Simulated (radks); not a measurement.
Spherical quantum dot in the effective-mass picture: electrons in a parabolic well V = omega^2 r^2 / 2 with omega = 3.03, with a point charge +1 (a donor) at the centre, all in effective atomic units (hartree* = m*/eps^2 hartree, bohr* = eps/m* bohr), one dielectric constant everywhere. Calculated with a radial shooting solver with Libxc functionals: non-relativistic Kohn-Sham, PBE, spin-polarised, spherical densities. Levels are named by radial order and angular momentum (1s, 1p, 1d, 2s, ...), and open shells are averaged over m.

N = 12, configuration 1s2 1p6 1d(up 2, down 0) 2s2. This is the lowest configuration that the search found. Occupied and some empty levels:

| level | occupation | eigenvalue (hartree*) | <r> (bohr*) |
|---|---|---|---|
| 1s up | 1 | 14.097 | 0.7170 |
| 1s down | 1 | 14.148 | 0.7109 |
| 1p up | 3 | 16.538 | 0.9832 |
| 1p down | 3 | 16.627 | 0.9801 |
| 2s up | 1 | 18.737 | 1.026 |
| 2s down | 1 | 18.807 | 1.030 |
| 1d up | 2 | 18.890 | 1.156 |
| 1d down | 0 | 18.992 | 1.156 |
| 1f up | 0 | 21.338 | 1.296 |
| 1f down | 0 | 21.440 | 1.298 |
| 2p up | 0 | 21.607 | 1.191 |
| 2p down | 0 | 21.667 | 1.194 |
| 1g up | 0 | 23.880 | 1.419 |
| 1g down | 0 | 23.974 | 1.422 |

Energy (hartree*): total 139.995, kinetic 39.434, external 44.253, Hartree 66.024, exchange-correlation -9.7163.

Electron density:

| r (bohr*) | n(r) (e/bohr*^3) |
|---|---|
| 0.0942 | 4.995 |
| 0.252 | 3.460 |
| 0.409 | 2.397 |
| 0.566 | 1.773 |
| 0.723 | 1.433 |
| 0.881 | 1.185 |
| 1.04 | 0.9136 |
| 1.20 | 0.6155 |
| 1.35 | 0.3492 |
| 1.51 | 0.1661 |
| 1.67 | 0.06617 |
| 1.82 | 0.02211 |
| 1.98 | 0.006133 |
